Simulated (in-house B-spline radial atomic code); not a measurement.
Ionising Mn with different functionals

Computed with a B-spline radial code for spherical atoms: scalar-relativistic (spin-free X2C) Hamiltonian, Fermi nucleus of rms radius 3.7057 fm, spin-polarised at highest spin, spherical fractional occupations for the functionals, the average over the highest-spin determinants for Hartree-Fock. The ionisation energy is the difference of two self-consistent energies, [Ar] 3d5 4s2 → [Ar] 3d5 4s1, without Breit or QED terms; ε is the level of the shell that loses the electron (its least bound occupied spin orbital).

```
           method                    rung  ΔSCF (eV)  -ε(4s) (eV)
     Hartree-Fock            Hartree-Fock       6.02         6.20
    HF fractional            Hartree-Fock       6.02         6.20
         LDA VWN5                     LDA       7.57         4.64
         LDA PW92                     LDA       7.57         4.65
LDA exchange-only                     LDA       6.06         3.52
              PBE                     GGA       7.23         4.46
           PBEsol                     GGA       7.18         4.46
             BLYP                     GGA       7.54         4.49
             RPBE                     GGA       7.22         4.41
             PW91                     GGA          ?            ?
             BP86                     GGA       7.45         4.64
             AM05                     GGA       7.21         4.42
             OLYP                     GGA       7.33         4.28
             TPSS                meta-GGA       7.10         4.42
             SCAN                meta-GGA       6.95         4.54
           r2SCAN                meta-GGA       6.94         4.55
          revTPSS                meta-GGA       7.11         4.49
             PBE0           global hybrid       7.09         5.11
            B3LYP           global hybrid       7.57         5.15
            TPSSh           global hybrid       7.06         4.68
        BHandHLYP           global hybrid          ?            ?
          r2SCAN0           global hybrid       6.96         5.18
            B97-1           global hybrid       7.74         5.13
            HSE06  range-separated hybrid       7.10         4.74
            wB97X  range-separated hybrid       7.76         7.31
        CAM-B3LYP  range-separated hybrid       7.54         6.30
          LC-wPBE  range-separated hybrid       6.98         7.08
```

**Question.** What does PW91 give?

**Answer.** ΔSCF 7.28 eV, and -ε(4s) = 4.49 eV.

**Question.** What does BHandHLYP give?

**Answer.** ΔSCF 7.35 eV, and -ε(4s) = 5.80 eV.

**Question.** Among the functionals, which spreads more, the ΔSCF values or the orbital energies?

**Answer.** The orbital energies: ΔSCF values span about 1.70 eV and the orbital energies 3.79 eV.

**Question.** How do they compare with the NIST value?

**Answer.** NIST lists 7.434 eV (measured, ground level to ground level). Errors run from -1.41 to +0.32 eV; BP86 is closest (+0.02 eV), but part of that can be cancellation, since the calculations leave out spin-orbit coupling, Breit-QED terms, multiplet and fine-structure energies. Hartree-Fock also lacks correlation.
